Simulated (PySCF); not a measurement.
Correlation energy of Sr⁺ (strontium, charge +1)

[Kr] 5p1, 2P determinant (an excited configuration). Computed with PySCF 2.14 in aug-cc-pwCVTZ-X2C with one added diffuse shell each of s, p, d, f type (11s10p8d4f, 109 functions), with the spin-free X2C one-electron Hamiltonian (Gaussian nucleus). Frozen: [Ar] 3d10; 9 electrons correlated.

MP2 pair energies summed by pair of shells (mhartree):

| pair | energy | share (%) |
| --- | --- | --- |
| 4p-4p | -133.17 | 71.5 |
| 4s-4p | -35.29 | 18.9 |
| 4p-5p | -10.23 | 5.5 |
| 4s-4s | -7.09 | 3.8 |
| 4s-5p | -0.55 | 0.3 |

Total MP2 correlation energy: -186.33 mhartree.

Same-spin part -49.00 and opposite-spin part -137.33 mhartree; SCS-MP2 scales them by 1/3 and 6/5 to -181.13 mhartree.
